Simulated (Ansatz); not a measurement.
Ansatz (an electronic-structure program) input (CCSD(T)/def2-QZVPP):
A basis named .json is the Basis Set Exchange file of that set.

Ansatz 0.2 input:
```yaml
crystal:
  periodic: [false, false, false]
  atoms:
    - {symbol: Sb, position_ang: [0.03284022, 0.01666518, 1.10466504]}
    - {symbol: I, position_ang: [0.95642202, -1.83978264, -0.53275833]}
    - {symbol: I, position_ang: [-0.98802298, 1.82374634, -0.53022124]}
basis:
  gaussian:
    orbitals: def2-QZVPP.json
total_charge: 1
magnetization: {spin_polarized: false}
correlation: {method: ccsd_t, electrons: outside_noble_gas}
```

End of the output:

```
coupled cluster: 2.04 GiB planned
cycle   1  -11.67031415 eV  change   -3.5e-1 eV  update   1.2e-1
cycle   2  -11.98127807 eV  change   -3.1e-1 eV  update   4.1e-2
cycle   3  -12.09295742 eV  change   -1.1e-1 eV  update   2.9e-2
cycle   4  -12.07999803 eV  change    1.3e-2 eV  update   1.1e-2
cycle   5  -12.07636731 eV  change    3.6e-3 eV  update   5.6e-3
cycle   6  -12.07731822 eV  change   -9.5e-4 eV  update   1.6e-3
cycle   7  -12.07715036 eV  change    1.7e-4 eV  update   5.1e-4
cycle   8  -12.07730379 eV  change   -1.5e-4 eV  update   1.5e-4
cycle   9  -12.07733767 eV  change   -3.4e-5 eV  update   5.5e-5
cycle  10  -12.07729935 eV  change    3.8e-5 eV  update   2.2e-5
cycle  11  -12.07730856 eV  change   -9.2e-6 eV  update   9.9e-6
coupled cluster: 2.04 GiB planned
perturbative correction -0.73590658 eV, -0.0270440682 hartree
Total energy: -22663.35027745 eV, -832.8627609258 hartree
```
